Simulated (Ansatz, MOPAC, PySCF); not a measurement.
Stepwise substitution at one centre (In H-Cl). All species are isolated molecules in the gas phase. Strings in code marks are SMILES.

Quantity: redistribution energy (mixed species minus the weighted end members), in kJ/mol. Semi-empirical values (MOPAC) are differences of heats of formation.

Level 1: PBE-D3(BJ)/def2-TZVP (PySCF)
Level 2: frozen-core MP2/def2-TZVPP // PBE-D3(BJ)/def2-TZVP (Ansatz, an electronic-structure program)
Level 3: PBE/6-31G* (LANL2DZ on In) // PBE-D3(BJ)/def2-TZVP (PySCF)
Level 4: PM7 // PBE-D3(BJ)/def2-TZVP (MOPAC)

```
species                                   level 2  level 3  level 4
----------------------------------------  -------  -------  -------
1 of 3 H replaced by Cl: `[Cl][InH2]`      -17.85   -15.67   -33.39
2 of 3 H replaced by Cl: `[Cl][InH][Cl]`   -18.05   -17.07   -38.09
```

Problem. What does level 1 give for each?

Solution. 
- 1 of 3 H replaced by Cl: `[Cl][InH2]`: -19.37
- 2 of 3 H replaced by Cl: `[Cl][InH][Cl]`: -19.31
